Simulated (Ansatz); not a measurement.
Energy profile

The step: CH₇NSi ([CH3][SiH2][NH2]) → CH₅NSi ([CH3][SiH][NH]) + H₂; bonds formed: H2–H4; bonds broken: Si1–H2, N3–H4 (atoms numbered as in the saddle structure below).

```tsv
atom	x (Å)	y (Å)	z (Å)
Si1	-0.0255	0.5328	0.0142
H2	1.6075	0.1783	-0.6307
N3	-0.5901	0.7185	-1.5044
H4	0.9887	0.4400	-1.2934
H5	0.3871	1.6210	0.9510
C6	-0.3103	-1.0350	0.9446
H7	-0.8949	1.5932	-1.9032
H8	0.4892	-1.2259	1.6646
H9	-1.2510	-0.9452	1.4992
H10	-0.4007	-1.8779	0.2581
```

Electronic energies by CCSD(T) at an estimated basis limit (MP2 extrapolated from triple and quadruple zeta, plus CCSD(T) − MP2 in triple zeta), on PBE0-D4/def2-TZVP structures; CH₇NSi, closed shell; no counterpoise correction. Program: Ansatz 0.2.0. Basis: def2-TZVPP and def2-QZVPP. Cores are frozen in the correlated methods. Extrapolation: Hartree–Fock as exp(−7.88 √X), correlation as X^−2.97.

**Question.** Give the profile in eV, counted from the start structure. (Judge from chemistry; the value comes from the calculation.)

**Answer.** Computed:
```csv
point,eV
start structure,0.000
saddle,3.490
end structure,2.339
"separated: CH₅NSi (linked as [CH3][SiH][NH]; Si1, N3, H5, C6, H7, H8, H9, H10; singlet) + H₂ (H2, H4; singlet)",2.385
```

The T1 diagnostic stays at or below 0.017.

For scale, one of the runs: CCSD(T)/def2-TZVPP, 202 basis functions, launched by `ansatz run in.yaml --threads 2 --pin off --events-out ev --progress --plain --max-ram 4352MiB`. Hardware: 2 CPU threads of an Arm Neoverse N1, shared host. Wall time 83 s; peak host memory 2.5 GiB.
